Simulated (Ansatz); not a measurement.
Geometry optimisation, RKS B3LYP-D4/def2-mTZVP in Ansatz.

Input:

```yaml
crystal:
  periodic: [false, false, false]
  atoms:
    - { symbol: Ga, position_ang: [0.033506, -0.324609, -0.191587] }
    - { symbol: H, position_ang: [-0.150906, -0.409379, 1.36436] }
    - { symbol: H, position_ang: [1.388301, -0.258118, -0.972074] }
    - { symbol: "N", position_ang: [-1.552207, -0.19582, -1.086719] }
    - { symbol: H, position_ang: [-2.440721, -0.204735, -0.602559] }
    - { symbol: H, position_ang: [-1.679428, -0.138551, -2.0843] }
    - { symbol: P, position_ang: [-0.260732, 2.820612, 1.302072] }
    - { symbol: H, position_ang: [-1.682962, 2.762558, 1.196573] }
    - { symbol: H, position_ang: [-0.267789, 3.274819, 2.650244] }
    - { symbol: H, position_ang: [-0.171664, 1.444623, 1.659389] }
basis:
  gaussian: { orbitals: def2-mTZVP }
hamiltonian:
  xc: b3lyp
  dispersion: d4
relax:
  f_tol: 0.03
  max_steps: 50
output:
  orbitals: {}
```

Run as:

```bash
$ ansatz run input.yaml --threads 2 --pin off --max-ram 3072MiB --backend cpu --events-out ev --progress --plain --runs-dir out
```

Problem. Where does it end, and by what steps?

Solution. The run converged. The force dipped under the threshold on the way, but the program's further checks kept it going. After 21 steps the energy has fallen by 0.394 eV; H10 moved furthest, 1.52 Å. Joined: Ga1–P7 (3.49 → 2.71 Å).

```tsv
step	energy less start (eV)	largest force component (eV/Å)	accepted
0	0.0000	0.392	yes
1	-0.1000	0.173	yes
2	-0.1155	0.960	yes
3	-0.1600	0.161	yes
4	-0.1639	0.307	yes
5	-0.1724	0.179	yes
6	-0.1822	0.066	yes
7	-0.1846	0.449	yes
8	-0.1998	0.319	yes
9	-0.2232	0.245	yes
10	-0.2432	0.553	yes
11	-0.2657	0.624	yes
12	-0.3097	0.287	yes
13	-0.3375	0.443	yes
14	-0.3513	0.483	yes
15	-0.3752	0.086	yes
16	-0.3842	0.216	yes
17	-0.3841	0.323	no
18	-0.3913	0.045	yes
19	-0.3912	0.082	no
20	-0.3930	0.010	yes
21	-0.3936	0.027	yes
```

```xyz
10
Properties=species:S:1:pos:R:3
Ga 0.101 -0.136 -0.132
H 0.383 -1.126 1.057
H 1.201 0.450 -1.091
N -1.677 -0.010 -0.710
H -2.346 -0.704 -0.401
H -1.866 0.240 -1.672
P -0.405 2.097 1.323
H -0.963 3.106 0.506
H 0.319 2.952 2.198
H -1.531 1.902 2.157
```

The run took 49 s on 2 threads of Arm Neoverse V2 (shared host), peak memory 0.2 GiB.
